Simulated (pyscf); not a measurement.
# Insertion: HO–Al (SMILES [OH][Al]) [singlet] + HO–SiH₃ (SMILES O[SiH3]) → HO–Al(OH)–SiH₃ (SMILES [OH][Al]([OH])[SiH3])

Gas phase, singlet surface, charge 0. Bonds broken: O4–Si5. Bonds formed: Al1–O4, Al1–Si5. Structures and frequencies: ωB97X-D3(BJ)/def2-SVP in PySCF.

Transition state (Å):

```xyz
9

Al     0.1106     0.2109     0.4652
O     -0.5982    -0.1084     1.9853
H     -0.2763    -0.6004     2.7424
O     -1.0505     1.1632    -0.5995
Si     0.2449     0.8647    -1.9952
H     -1.9517     1.4869    -0.7599
H      0.9910    -0.2699    -2.6313
H     -0.8510     1.1036    -2.9995
H      1.1274     2.0624    -1.9826
```

One imaginary mode, 279i cm⁻¹; descent along it reached the two sides named, in the forms told below.

```
bond     change  reactant side (Å)  saddle  product side
-------  ------  -----------------  ------  ------------
O4–Si5   breaks              1.693   1.927           3.5
Al1–O4    forms              2.111   1.841         1.702
Al1–Si5   forms                3.6   2.549         2.420
```

Electronic energies relative to the separated reactants (kcal/mol):

| level | barrier | reaction energy | reverse barrier |
|---|---|---|---|
| ωB97X-D3(BJ)/def2-TZVP | 6.6 | -34.5 | 41.2 |
| PBE/def2-TZVP | 4.0 | -29.4 | 33.5 |
| r²SCAN/def2-TZVP | 3.9 | -33.1 | 37.0 |
| B3LYP-D3(BJ)/def2-TZVP | 10.3 | -27.5 | 37.8 |
| PBE0-D3(BJ)/def2-TZVP | 5.5 | -31.5 | 37.0 |
| M06-2X/def2-TZVP | 10.6 | -26.7 | 37.2 |
| ωB97M-D3(BJ)/def2-TZVP | 12.0 | -24.8 | 36.8 |
| HF/def2-TZVP | 26.3 | -23.0 | 49.3 |

With ωB97M-D3(BJ)/def2-TZVP energies and thermal terms (ideal gas, 1 atm, RRHO with modes under 100 cm⁻¹ raised to 100, one conformer, R ln 2 for chiral ones without a mode under 150 cm⁻¹), in kcal/mol:

```tsv
T (K)	ΔH‡	ΔG‡	ΔH	ΔG
298	11.8	22.5	-24.6	-15.1
600	12.0	33.4	-23.6	-5.9
900	12.4	44.0	-22.5	+2.8
1200	12.7	54.5	-21.6	+11.0
```

On the reactant side the descent ends in an adduct with a Al–O contact (not fully relaxed), 9.1 kcal/mol under the separated species and 15.8 kcal/mol under the saddle at ωB97X-D3(BJ)/def2-TZVP. What is counted as formed (Al–O) is already present as a longer contact in the reactant adduct; forming that adduct is a step of its own. HO–Al(OH)–SiH₃ lies 18.8 kcal/mol over its isomer HO–SiH₂–O–AlH₂ (electronic energy, ωB97M-D3(BJ)/def2-TZVP). One saddle was located; it need not be the lowest between these sides.
